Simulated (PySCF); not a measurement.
**Orbital energies and ionisation energy**

Trimethylphosphine selenide, C3H9PSe.
Geometry (PBE0-D3(BJ)/def2-SVP, Å), atoms numbered from 1 in this order:
```xyz
14
C3H9PSe angstrom
C      0.7871   -1.4211   -0.4029
P      0.2698    0.0773    0.4979
C      0.5087    1.4354   -0.6945
C     -1.5408   -0.0859    0.6424
Se     1.2629    0.3616    2.3247
H      0.2459   -1.5333   -1.3550
H      0.5984   -2.2920    0.2409
H      1.8687   -1.3599   -0.5873
H      0.1496    2.3663   -0.2336
H     -0.0291    1.2496   -1.6372
H      1.5851    1.5406   -0.8896
H     -2.0125   -0.2226   -0.3430
H     -1.7617   -0.9481    1.2872
H     -1.9336    0.8195    1.1253
```

Level: CAM-B3LYP/def2-SVPD (PySCF). Frontier orbitals with their largest atomic shares (Löwdin; up to four atoms above 4 %):

| orbital | ε (eV) | main atoms |
| --- | --- | --- |
| HOMO−3 | -11.75 | C4 27 %, P2 20 %, C1 19 %, C3 8 % |
| HOMO−2 | -10.50 | Se5 55 %, P2 23 %, C3 5 %, C1 5 % |
| HOMO−1 | -7.12 | ? |
| HOMO | -7.12 | ? |
| LUMO | 0.83 | C4 13 %, C1 13 %, C3 13 %, Se5 12 % |
| LUMO+1 | 1.43 | Se5 70 %, P2 11 % |
| LUMO+2 | 1.88 | Se5 16 %, C1 15 %, C4 11 %, H6 10 % |

**Question.** What vertical ionisation energy does ΔSCF give, and how far is −ε(HOMO) from it?

**Answer.** ΔSCF: 7.94 eV (766 kJ/mol; threshold wavelength 156 nm); ⟨S²⟩ of the doublet left behind is 0.753, against 0.75 for a pure doublet. −ε(HOMO) is 7.12 eV, 0.82 eV below it. For the exact functional −ε(HOMO) would equal the first vertical ionisation energy; CAM-B3LYP (range-separated hybrid) falls short of its own ΔSCF value by 10 %.

**Question.** On which atoms does the HOMO lie?

**Answer.** HOMO: Se5 78 %, P2 13 %; HOMO−1: Se5 78 %, P2 13 %, C4 4 %. These 2 orbitals lie within 0.02 eV of one another; within a degenerate set any mixture serves as well, and the shares of a single orbital can change with the mixture. The HOMO−2 lies 3.38 eV lower.

**Question.** How many of the 10 lowest singlet excitations (vertical TDDFT, same level) lie below the ionisation energy?

**Answer.** All 10; they run from 5.14 to 6.60 eV.

**Question.** What total energies stand behind the ΔSCF value?

**Answer.** E(N) = -2862.25885 Eh and E(N − 1) = -2861.96706 Eh at the same geometry, 0.29179 Eh apart.

Geometry: PBE0-D3(BJ)/def2-SVP; no solvent, vibrations or thermal averaging. The calculation is non-relativistic, for selenium too.

These values come from a run that also computed excited states and ΔSCF ions. The run took 54 s of wall time on an Arm Neoverse V1 with one thread, shared host with 64 logical CPUs at a one-minute load of 11, and the process peaked at 1.2 GiB of memory.
